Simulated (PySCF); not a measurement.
Gas-phase reaction: GaH3 + 2 Ga(CH3)3 = 3 GaH(CH3)2

Energies from PySCF, thermal terms from the rigid-rotor harmonic-oscillator model, ideal gas at 1 bar. † marks an energy on the PBE0/def2-TZVP geometry and frequencies; other levels use their own. MP2 and CCSD(T) freeze the core. 6-31G* has spherical d functions here. All species are closed-shell singlets. B3LYP is the form with VWN-RPA correlation. Ga: all electrons, no relativistic terms. Methyl groups turn as free rotors in Ga(CH3)3, GaH(CH3)2. GaH3, GaH(CH3)2: computed as isolated molecules; such fragments, hydroxides, amides, oligomers or adducts are transient or little studied in the gas. MP2 isn't extrapolated to the basis-set limit; its ΔH°(298 K) is -1.1 kJ in def2-SVP and 0.9 kJ in def2-TZVPP. CCSD(T) isn't extrapolated to the basis-set limit. The harmonic model lacks anharmonicity and excited electronic states, which grow with temperature; levels with a mode under 35 cm⁻¹ are left out.

| level | ΔE electronic, kJ | ΔH°(298 K), kJ | ΔS°(298 K), J/K | ΔG°(1000 K), kJ |
|---|---|---|---|---|
| B3LYP/6-31G* | -5 | -5 | 29 | -33 |
| B3LYP/def2-TZVP† | -5 | -4 | 28 | -32 |
| BLYP/def2-TZVP† | -5 | -5 | 28 | -33 |
| CCSD(T)/def2-SVP† | -1 | -1 | 28 | -28 |
| HF/def2-TZVP† | -4 | -4 | 28 | -31 |
| M06-2X/def2-TZVP† | -3 | -2 | 28 | -30 |
| MP2/def2-SVP† | -1 | -1 | 28 | -29 |
| PBE/def2-SVP | -6 | -5 | 28 | -33 |
| PBE0/def2-TZVP | -5 | -4 | 28 | -32 |
| LDA/def2-TZVP† | -5 | -5 | 28 | -32 |
| ωB97M-V/def2-TZVP† | -2 | -1 | 28 | -29 |
ΔH° is lowest at PBE/def2-SVP and highest at CCSD(T)/def2-SVP†. No reference value is set beside these.
